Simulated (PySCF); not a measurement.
## Ionisation energy along the 18-electron series

Calculated with PySCF 2.14 and a two-component X2C-1e Hamiltonian (Gaussian nucleus, no Breit or QED terms), each ion in its own even-tempered basis scaled to its charge; GMP2 freezes 1s2 and drops the highest virtual spinors. Values in eV. NIST values: (m) measured, (s) semi-empirical, (t) theoretical.

```csv
ion,configuration,GHF (spin-free),GMP2 (spin-free),GHF (screened spin-orbit),GMP2 (screened spin-orbit),NIST
Au⁶¹⁺,[Ar],6866.6,6867.6,6728.2,6729.3,6724 ± 12 (t)
Hg⁶²⁺,[Ar],7084.5,7085.5,6938.0,6939.1,6933 ± 15 (t)
Tl⁶³⁺,[Ar],7306.1,7307.1,7151.2,7152.3,7146 ± 19 (t)
```

Between Z = 79 and Z = 81 the GMP2 (screened spin-orbit) value grows as Z to the power 2.44.
